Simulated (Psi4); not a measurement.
Conformational energy of C5H14OSi, SMILES CC(C[SiH2]OC)C. Scanned: dihedral C1–O2–Si3–C4; all other coordinates were relaxed at GFN2-xTB. Points at φ and −φ are mirror images.

Geometry of the scan point at 30° (Å):
```
21

C     -3.9276    -0.6990     0.2150
O     -2.6746    -0.1035     0.0765
Si    -1.3117    -0.6272    -0.6391
C     -1.6677    -1.7931    -2.1046
C     -0.4437    -2.4801    -2.7134
C     -0.8733    -3.4694    -3.7968
C      0.5292    -1.4595    -3.2943
H     -4.6269     0.0653     0.5582
H     -3.8942    -1.5061     0.9521
H     -4.2815    -1.1059    -0.7350
H     -0.5016    -1.3760     0.3335
H     -0.7209     0.6550    -1.0005
H     -2.1856    -1.2455    -2.8976
H     -2.3617    -2.5709    -1.7705
H      0.0719    -3.0366    -1.9230
H     -1.5486    -4.2195    -3.3899
H     -0.0090    -3.9807    -4.2157
H     -1.3861    -2.9482    -4.6033
H      1.3718    -1.9613    -3.7657
H      0.0319    -0.8476    -4.0441
H      0.9089    -0.8059    -2.5139
```

Method: PBE-D3(BJ)/def2-SVP // GFN2-xTB (Psi4).

Scanned values (°): -165, -150, -135, -120, -105, -90, -75, -60, -45, -30, -15, 0, 15, 30, 45, 60, 75, 90, 105, 120, 135, 150, 165, 180.

### Question
At which scan points does the profile have its minima and maxima, and how high do they lie?

### Answer
Lower than their neighbours: -60° (0.9 kcal/mol), 60° (0.9 kcal/mol), 180° (0.0 kcal/mol). Higher than their neighbours: -105° (1.1 kcal/mol), 0° (1.9 kcal/mol), 105° (1.1 kcal/mol). The whole profile spans 1.9 kcal/mol.
